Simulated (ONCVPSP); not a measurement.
# bismuth (Bi), ONCV: configuration errors across variants

Bi, optimised norm-conserving Vanderbilt (ONCV), made with ONCVPSP 4.0.1 (PBE, fully relativistic). Core [Xe] 4f14 5d10, reference 6s2 6p3. Waves: 6s: rc 1.95 bohr, ncon 4, nbas 9, qcut 2.6 1/bohr, 2 projectors, debl 1.2 Ha; 6p: rc 2.60 bohr, ncon 5, nbas 9, qcut 3.4 1/bohr, 1 projector. Local part: polynomial inside 1.50 bohr (lpopt 3, dvloc0 0 Ha). Core correction: none.

Open shells are filled in proportion to 2j + 1.

All-electron excitation energies from the reference (eV): (1) 6s2 6p2 8.060; (2) 6s2 6p1 23.485; (3) 6s2 6p0 47.047; (4) 6s1 6p3 18.649.

Errors AE − PS in meV (a dash: test not solved or not reliable):

```json
{"change": "base", "(1)": "+23", "(2)": "+194", "(3)": "+80", "(4)": "+148", "bound ghosts": "none", "GHOST(+) flags above zero": "s, p3/2, p1/2"}
{"change": "s: debl 0.6", "(1)": "+24", "(2)": "+197", "(3)": "+85", "(4)": "+150", "bound ghosts": "none", "GHOST(+) flags above zero": "s, p3/2, p1/2"}
{"change": "s: debl 0.9", "(1)": "+23", "(2)": "+196", "(3)": "+82", "(4)": "+149", "bound ghosts": "none", "GHOST(+) flags above zero": "s, p3/2, p1/2"}
{"change": "s: debl 1.7", "(1)": "+23", "(2)": "+193", "(3)": "+78", "(4)": "+147", "bound ghosts": "none", "GHOST(+) flags above zero": "s, p3/2, p1/2"}
{"change": "s: debl 2.4", "(1)": "+23", "(2)": "+192", "(3)": "+78", "(4)": "+147", "bound ghosts": "none", "GHOST(+) flags above zero": "s, p3/2, p1/2"}
```

Q: Give the same row for: s: debl 4.6.

A: +22, +190, +79, +146; bound ghosts: none; GHOST(+) flags above zero: s, p3/2, p1/2.
